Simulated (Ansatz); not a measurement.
Calculated with Ansatz (gas phase, PBE0-D4/def2-TZVP geometries, no zero-point term in ΔE). CCSD(T)/CBS is the MP2 limit (def2-TZVPP, def2-QZVPP) plus CCSD(T) − MP2 in def2-TZVPP, frozen cores. This one scheme is used for every species. Functionals use def2-TZVPP. B3LYP here is the variant with VWN-RPA as its local correlation; programs differ in this. One conformer a species, not always the lowest.

Reaction (hydrogenolysis of a B–P bond): `NBPS` + H₂ → `BN` + `PS`

```
             level  ΔE (kcal/mol)  difference from CCSD(T)/CBS
         revPBE-D4           -0.2                          3.2
            B97M-V           -3.6                         -0.2
          BHLYP-D4           -5.7                         -2.3
              PBE0           -4.3                         -0.9
             B3LYP           -6.9                         -3.5
         CAM-B3LYP           -7.1                         -3.7
           LC-ωPBE           -5.0                         -1.6
      MP2/def2-SVP           -3.5                         -0.1
CCSD(T)/def2-TZVPP           -4.1                         -0.7
SCS-MP2/def2-QZVPP           -4.4                         -1.0
       CCSD(T)/CBS           -3.4                            0
```

Largest T1 diagnostic among the species: 0.014.

In def2-TZVPP, CCSD(T) changes the Hartree–Fock value by +7.0 kcal/mol (the triples alone add +1.5 kcal/mol) and MP2 by +8.3 kcal/mol. Leaving LDA and LC-ωPBE aside and taking each functional with its dispersion term where it has one, the values spread over 5.5 kcal/mol, from BHLYP-D4 to revPBE-D4. LDA lies +1.5 kcal/mol from PBE without D4. At CCSD(T), def2-SVP lies −1.4 kcal/mol from the extrapolated value and def2-TZVPP −0.7 kcal/mol.
